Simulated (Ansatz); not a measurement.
Basis sets compared for Al3B⁻. Total charge -1; doublet. Geometry B3LYP-D4/def2-TZVPD. Ansatz on 4 threads of Arm Neoverse V1 on a shared host; times are rough, and most runs start from earlier orbitals.

```xyz
4

B     0.075    0.223   -0.144
Al   -1.007    1.352    1.192
Al   -1.068   -1.097   -1.070
Al    2.001   -0.477    0.021
```

At PBE-D4/def2-SVPD the highest occupied level of the charge -1 doublet lies above zero (up to 0.02 eV). By energy differences its removal costs 2.03 eV (vertical, to the charge 0 triplet, at PBE0-D4/def2-TZVPD). The structure comes from a short search, and lower isomers may exist.

```
            level  functions  energy (Eh)  HOMO (eV)  LUMO (eV)  wall time
 PBE-D4/def2-SVPD         92    -751.4108       0.02       0.30      1.6 s
PBE0-D4/def2-SVPD         92    -751.4708      -0.69       0.95      2.2 s
```

Problem. Estimate the rows for PBE-D4/def2-TZVPD (with forces), PBE0-D4/def2-TZVPD.

Solution. 
```json
{"level": "PBE-D4/def2-TZVPD (with forces)", "functions": "166", "energy (Eh)": "-751.6886", "HOMO (eV)": "0.00", "LUMO (eV)": "0.30", "wall time": "4.4 s"}
{"level": "PBE0-D4/def2-TZVPD", "functions": "166", "energy (Eh)": "-751.7445", "HOMO (eV)": "-0.70", "LUMO (eV)": "0.96", "wall time": "7.5 s"}
```
